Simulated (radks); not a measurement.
The numbers below are computed, except where a source is named.
Task: Isoelectronic series with 13 electrons, all held in the configuration [Ne] 3s2 3p1, which need not be the ground one along the series. Code: a radial shooting solver on a logarithmic mesh with Libxc functionals. Model: non-relativistic Kohn-Sham, LDA (Slater exchange, Perdew-Wang correlation), spin-polarised, spherical densities, point nucleus; open shells are filled with parallel spins first. Total energies (hartree) and orbital eigenvalues (eV):

| ion | E (hartree) | 3p up | 3s down |
|---|---|---|---|
| Al | -241.31661 | -3.0210 | -7.4087 |
| Si+ | -287.91394 | -12.1335 | -18.5069 |
| S3+ | -394.20897 | -41.0267 | -51.3148 |
| Cl4+ | -453.88478 | -60.3943 | -72.6179 |
| Ar5+ | -517.90566 | -82.9324 | -97.0818 |
| K6+ | -586.26866 | -108.5997 | -124.6677 |
| Ca7+ | -658.97171 | -137.3695 | -155.3505 |
| Sc8+ | -736.01337 | -169.2235 | -189.1131 |
| Ti9+ | -817.39256 | -204.1488 | -225.9435 |
| V10+ | -903.10850 | -242.1360 | -265.8328 |
| Cr11+ | -993.16056 | -283.1780 | -308.7745 |
| Mn12+ | -1087.54826 | -327.2693 | -354.7635 |
| Fe13+ | -1186.27122 | -374.4057 | -403.7959 |
| Co14+ | -1289.32913 | -424.5838 | -455.8686 |
| Ni15+ | -1396.72175 | -477.8010 | -510.9790 |
| Cu16+ | -1508.44888 | -534.0550 | -569.1251 |
| Zn17+ | -1624.51035 | -593.3441 | -630.3053 |
| Ga18+ | -1744.90602 | -655.6667 | -694.5181 |
| Ge19+ | -1869.63577 | -721.0217 | -761.7625 |
| As20+ | -1998.69950 | -789.4079 | -832.0375 |
| Se21+ | -2132.09714 | -860.8245 | -905.3421 |
| Br22+ | -2269.82860 | -935.2708 | -981.6758 |

Estimate the row of P2+.

Result: E (hartree) -338.88283; 3p up -24.8978; 3s down -33.2374.
